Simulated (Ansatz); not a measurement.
Program: Ansatz. Geometries: PBE0-D4/def2-TZVP. ΔE: electronic, gas phase. CCSD(T)/CBS is the MP2 limit (def2-TZVPP, def2-QZVPP) plus CCSD(T) − MP2 in def2-TZVPP, frozen cores. This one scheme is used for every species. DFT in def2-TZVPP. B3LYP here is the variant with VWN-RPA as its local correlation; programs differ in this. Elements past krypton have def2 core potentials. For Te outer-core shells are correlated without core-valence functions, which leaves a few kJ/mol of doubt a bond.

Reaction (formal exchange of groups at a B–Cl bond): `ClB[TeH]` + CH₄ → `CB[TeH]` + HCl

`ClB[TeH]`:

Cartesian coordinates in Å:
```
Cl -1.262 -1.271 -0.509
B -0.087 -0.485 0.504
Te 0.957 1.278 -0.042
H 0.160 -0.949 1.572
H 0.233 1.427 -1.525
```

CH₄:

Z-matrix (Å, degrees):
```
C
H 1 1.090
H 1 1.090 2 109.5
H 1 1.090 2 109.5 3 -120.0
H 1 1.090 2 109.5 3 120.0
```

`CB[TeH]`:

Z-matrix (Å, degrees):
```
C
B 1 1.554
H 1 1.097 2 109.3
H 1 1.097 2 109.1 3 -114.3
H 1 1.090 2 115.7 3 122.9
Te 2 2.120 1 125.5 3 -123.3
H 2 1.197 1 121.7 3 56.7
H 6 1.661 2 96.0 1 0.1
```

HCl:

Z-matrix (Å, degrees):
```
Cl
H 1 1.279
```

Task: Is it downhill or uphill in electronic energy at CCSD(T)/CBS, and by how much? (Estimate.)

Result: Ansatz gave: Uphill: ΔE = +80.2 kJ/mol.

Task: What do these levels give: BLYP-D4, r2SCAN-D4, B97M-V, B3LYP-D4, BHLYP-D4, PBE-QIDH, PBE, BLYP, CCSD(T)/def2-SVP, CCSD/def2-TZVPP, HF/def2-QZVPP, CCSD/CBS(def2)? (Estimate.)

Result: The calculation gave: BLYP-D4 85.8, r2SCAN-D4 85.4, B97M-V 84.3, B3LYP-D4 84.0, BHLYP-D4 83.2, PBE-QIDH 82.8, PBE 84.4, BLYP 86.6, CCSD(T)/def2-SVP 90.1, CCSD/def2-TZVPP 78.5, HF/def2-QZVPP 81.1, CCSD/CBS(def2) 78.5 kJ/mol.

Largest T1 diagnostic among the species: 0.014.

At CCSD(T), def2-SVP lies +9.9 kJ/mol from the extrapolated value and def2-TZVPP +0.1 kJ/mol. From BLYP to BHLYP (50 % exact exchange), in def2-TZVPP and without D4, ΔE moves by −3.9 kJ/mol.
